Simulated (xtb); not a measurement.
CAuO, SMILES O=[C+][Au], charge +1, multiplicity 1. All values are semi-empirical tight-binding results from xtb (GFN2-xTB unless named), good for trends rather than for accurate numbers. Geometry optimised at GFN2-xTB. The multiplicity is an assumed one; other spin states were not compared.

For metal compounds this method's bond lengths and energies can be far off.

```
Property                                       Result
-------------------------------------  --------------
point group as xtb finds it                       C∞v
orbital gap                                   3.76 eV
zero-point energy                        4.7 kcal/mol
G − E(el) at 298.15 K (modified RRHO)  -11.3 kcal/mol
```
